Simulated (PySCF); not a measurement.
C₆H₇FS.
SMILES with atom numbers: `[CH2:1]=[C:2]1[S:3][C:4]2([CH2:5][CH2:6]2)[C@H:7]1[F:8]` (hydrogens: H9, H10 on C1; H11, H12 on C5; H13, H14 on C6; H15 on C7)

Computed geometry: GFN2-xTB, gas phase.

Task: List the bond lengths, angles and torsions at this level.

Result: 
| bond | length (Å) |
| --- | --- |
| C1=C2 | 1.319 |
| C2–S3 | 1.770 |
| S3–C4 | 1.822 |
| C4–C5 | 1.491 |
| C5–C6 | 1.503 |
| C4–C7 | 1.516 |
| C7–F8 | 1.375 |
| C2–C7 | 1.505 |
| C4–C6 | 1.491 |
| C1–H9 | 1.076 |
| C1–H10 | 1.075 |
| C5–H11 | 1.080 |
| C5–H12 | 1.079 |
| C6–H13 | 1.080 |
| C6–H14 | 1.079 |
| C7–H15 | 1.099 |

A selection of angles:
| angle | degrees |
| --- | --- |
| C1–C2–S3 | 131.8 |
| C1–C2–C7 | 132.5 |
| S3–C2–C7 | 95.6 |
| C2–S3–C4 | 76.2 |
| S3–C4–C5 | 125.3 |
| S3–C4–C7 | 93.1 |
| S3–C4–C6 | 126.6 |
| C5–C4–C7 | 126.3 |
| C5–C4–C6 | 60.6 |
| C6–C4–C7 | 127.5 |
| C4–C5–C6 | 59.7 |
| C4–C6–C5 | 59.7 |
| C4–C7–F8 | 114.4 |
| C2–C7–C4 | 94.3 |
| C2–C7–F8 | 114.7 |

Dihedral angles: C1–C2–S3–C4 172° (antiperiplanar); C2–S3–C4–C5 -134° (anticlinal); S3–C4–C5–C6 -116° (anticlinal); S3–C4–C7–F8 -127° (anticlinal); C1–C2–C7–C4 -171° (antiperiplanar); S3–C4–C6–C5 114° (anticlinal).

The 3-membered ring C4–C5–C6 has internal angles of 59.7° to 60.6°. The 6 C–C bonds span 1.319 Å (C1=C2, drawn double) to 1.516 Å (C4–C7, drawn single), a spread of 0.197 Å. The 4-membered ring C2–S3–C4–C7 has internal angles of 76.2° to 95.6° (sum 359°, against 360° for a flat polygon); it is slightly puckered (a soft mode that the optimisation may not have finished), 0.05 Å rms from its mean plane, widest ring torsion 7°. The 2 C–S bonds span 1.770 Å (C2–S3, drawn single) to 1.822 Å (S3–C4, drawn single), a spread of 0.052 Å. Of the pairs four or more bonds apart, F8···H11 is among the closest relative to their van der Waals radii: 2.69 Å, 101 % of the sum of Bondi's values.

Point group: C1 (no symmetry element, even within 0.4 Å). No frequency check.
